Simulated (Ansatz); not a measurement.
Basis-set series for ClH6NSi2, SMILES `[SiH3]N[SiH2]Cl`. Charge 0, multiplicity 1. The geometry is a stationary point of PBE0-D4/def2-TZVP. It is one conformer, not always the lowest.

```csv
functional,basis,functions,energy (Eh),HOMO (eV),LUMO (eV)
PBE0-D4,def2-TZVPP,241,-1097.24405,-8.03,-0.10
PBE0-D4,def2-QZVPP,447,-1097.28152,-8.05,-0.27
ωB97M-V,def2-TZVPP,241,-1097.60615,-10.31,1.52
ωB97M-V,def2-QZVPP,447,-1097.64116,-10.33,1.14
```

Q: Give the rows for def2-SVP. (An estimate is asked.)

A: Computed: 
| functional | basis | functions | energy (Eh) | HOMO (eV) | LUMO (eV) |
| --- | --- | --- | --- | --- | --- |
| PBE0-D4 | def2-SVP | 98 | -1096.80633 | -7.91 | 0.43 |
| ωB97M-V | def2-SVP | 98 | -1097.16571 | -10.15 | 2.28 |

Positive LUMOs are unbound and depend on the basis.
